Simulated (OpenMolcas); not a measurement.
## neutral boron: RASPT2 settings compared

```yaml
Program: OpenMolcas 26.06
Basis: ANO-RCC-VQZP [5s4p3d2f1g]
Scalar_Hamiltonian: DKH2, point nucleus
Active_space: 3 electrons in 9 orbitals (RAS2 2s 2p; RAS3 3d, at most 2 electrons)
State_averaging: 2S+1 = 4 odd, 1 root (0 in the spin-orbit step); 2S+1 = 2 odd, 3 roots; 2S+1 = 4 even, 3 roots; 2S+1 = 2 even, 5 roots (0 in the spin-orbit step)
Spin-orbit_coupling: RASSI with atomic mean-field integrals over the reference wave functions, term energies averaged over their components
```

Methods on the same reference wave functions:
A. RASSCF
B. SS-RASPT2, IPEA 0.1 Eh, real shift 0.5 Eh (closed shells correlated: 1s)
C. SS-RASPT2, IPEA 0.4 Eh, sigma2 regulariser 0.3 Eh (closed shells correlated: 1s)
D. XMS-RASPT2, IPEA 0.15 Eh, real shift 0.5 Eh (closed shells correlated: 1s)

Energies in cm⁻¹ above 2s² 2p ²P°_1/2, the measured ground level; measured values from NIST Handbook of Basic Atomic Spectroscopic Data.

```csv
Level,A,B,C,D,Measured
2s² 2p ²P°_1/2,0.0,0.0,0.0,0.0,0.0
2s² 2p ²P°_3/2,14.5,14.5,14.5,14.5,15.3
2s 2p² ⁴P_1/2,27371,28329,28432,28321,28870
2s 2p² ⁴P_3/2,27376,28335,28438,28327,28875
2s 2p² ⁴P_5/2,27384,28343,28446,28335,28881
```

Deviations, from unrounded energies. A percentage is the sum of absolute deviations over the sum of measured energies, with the sign that they share, or ± where signs differ.

```tsv
Against measurement	Levels	A	B	C	D
mean absolute deviation (cm-1)	4	1100	400	330	410
fine structure of the ground term (%)	1	-4.9	-4.9	-4.9	-4.9
other configurations (%)	3	-5.2	-1.9	-1.5	-1.9
```

C lies closest to measurement on these levels and A furthest from it. The largest miss of C in the table is 2s 2p² ⁴P_1/2, by -440 cm-1. The ranking rests on the paired levels alone, and a cruder setting can come out closer through cancelling errors.

Among B to D the level of the table that moves most is 2s 2p² ⁴P_1/2, by 110 cm-1 (lowest in D, highest in C).

The lowest spin-free term lies below A's lowest term by 0.050 hartree in B, 0.051 hartree in C, 0.051 hartree in D.

Active for correlation alone: 3d; no level in the range computed is led by a configuration that fills it, so any true level of that kind is missing. Without dynamic correlation excited terms often stand tens of per cent too high (terms of higher spin than the ground term too low), and those without a measured partner can miss by more than the paired ones (holds for A). Computed and measured levels are paired by configuration, term and J; levels that our copy of the source lacks, or whose pairing is in doubt (as where it misses far off the trend of its configuration), stay unpaired and out of the deviations. Only configurations of the active space appear.

° marks odd parity.
